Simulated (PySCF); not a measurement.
Dipole polarisabilities along group 11

Calculated with PySCF 2.14 for the ground configurations, without spin-orbit coupling: coupled response for Hartree-Fock and DFT. Mean α in bohr³, C₆ of like pairs in atomic units.

```tsv
species	α UHF	α PBE	α PBE0	α recommended (Schwerdtfeger and Nagle)	C₆ UHF	C₆ PBE	C₆ PBE0
Cu [Ar] 3d10 4s1 (aug-cc-pwCVTZ-DK, spin-free X2C)	71.41	40.52	44.69	46.5 ± 0.5	494.9	242.0	273.0
Ag [Kr] 4d10 5s1 (aug-cc-pwCVTZ-PP with ECP28MDF, ECP)	82.94	46.29	50.98	55 ± 8	683.7	355.7	391.9
Au [Xe] 4f14 5d10 6s1 (aug-cc-pwCVTZ-PP with ECP60MDF, ECP)	49.92	35.22	36.61	36 ± 3	438.3	322.2	330.9
```

Hartree-Fock lacks correlation. All values carry a basis error.
